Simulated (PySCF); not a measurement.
# Magnetic susceptibility: SMILES C1[C@]2(OC)CC[C@@H]21, C₆H₁₀O

Geometry (Å), atoms numbered from 1 in this order:
```xyz
17

C     2.430   -0.226    0.138
O     1.278   -0.220   -0.679
C     0.103   -0.103    0.038
C    -0.436    1.214    0.606
C    -1.859    0.760    0.216
C    -1.286   -0.536   -0.345
C    -0.548   -1.254    0.751
H     2.521    0.710    0.700
H     2.409   -1.063    0.844
H     3.281   -0.333   -0.531
H    -0.097    2.079    0.041
H    -0.254    1.377    1.668
H    -2.554    0.631    1.046
H    -2.316    1.394   -0.540
H    -1.638   -1.036   -1.231
H    -0.872   -1.149    1.776
H    -0.170   -2.233    0.498
```

Level of theory: GIAO PBE0/pcSseg-1 magnetisability, rotational g tensor and spin-rotation constants, non-relativistic, gas phase (PySCF 2.14.0). Geometry: GFN2-xTB.

(1) What are the magnetisability and the molar susceptibility?

(2) Split it along the inertial axes a, b, c into diamagnetic and paramagnetic parts about the centre of mass, with the quadrupole moment.

(3) And the rotational g tensor?

Results:

(1) Isotropic -1203 × 10⁻³⁰ J/T², or -72.4 × 10⁻⁶ cm³/mol; principal values -1335, -1222, -1052 × 10⁻³⁰ J/T², anisotropy 247 × 10⁻³⁰ J/T² (root of half the summed squared differences of the principal values). The susceptibility is in cgs units.

(2) 
```csv
axis,χ (10⁻⁶ cm³/mol),diamagnetic (10⁻⁶ cm³/mol),paramagnetic (10⁻⁶ cm³/mol),summed x² of all electrons (Å²),quadrupole Θ (D Å)
a,-77.9,-327.7,249.8,131.9,+2.58
b,-70.4,-680.6,610.2,48.7,-0.36
c,-69.0,-766.1,697.1,28.5,-2.22
```
Anisotropies 2χaa − χbb − χcc = -16.4 and 2χbb − χaa − χcc = +6.2 × 10⁻⁶ cm³/mol. Θ is traceless in Buckingham's convention.

(3) 
| axis | rotational constant (GHz) | g | nuclear part | electronic part |
| --- | --- | --- | --- | --- |
| a | 5.5418 | +0.0020 | 0.6522 | -0.6503 |
| b | 2.1349 | -0.0051 | 0.6069 | -0.6120 |
| c | 1.8663 | -0.0047 | 0.6065 | -0.6112 |

Asymmetric top; isotopes 12C, 1H, 16O; no vibrational averaging.
